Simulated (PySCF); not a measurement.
## Working out the ionisation energy of Zn²⁺

Zn²⁺ [Ar] 3d10 (1S) → Zn³⁺ [Ar] 3d9 (2D). Computed with PySCF 2.14 in aug-cc-pVDZ-PP with ECP10MDF (5s5p4d2f, 54 functions), with a scalar-relativistic core potential. Frozen: 3s2 3p6. Energies in hartree (1 hartree = 27.21139 eV):

```json
{"part": "UHF", "Zn²⁺ (lower)": "-225.045793", "Zn³⁺ (upper)": "-223.685064"}
{"part": "MP2 opposite-spin", "Zn²⁺ (lower)": "-0.246077", "Zn³⁺ (upper)": "-0.178604"}
{"part": "MP2 same-spin", "Zn²⁺ (lower)": "-0.142820", "Zn³⁺ (upper)": "-0.103409"}
```

**Question.** What does Hartree-Fock give?

**Answer.** (-223.685064) − (-225.045793) = 1.360729 hartree = 37.027 eV.

**Question.** What do MP2 and SCS-MP2 (6/5 opposite-spin, 1/3 same-spin) give?

**Answer.** The opposite-spin parts differ by 1.836 eV and the same-spin parts by 1.072 eV. MP2: 37.027 + (1.836) + (1.072) = 39.935 eV. SCS-MP2: 37.027 + 1.2 × (1.836) + (1.072)/3 = 39.588 eV.

Reference: 39.723 eV (measured; NIST Atomic Spectra Database, ionization energies), between the lowest levels; spin-orbit coupling is absent from the calculation.

A double-zeta basis recovers only part of the correlation energy.

What remains against the reference includes basis incompleteness, the frozen core and correlation beyond second order.
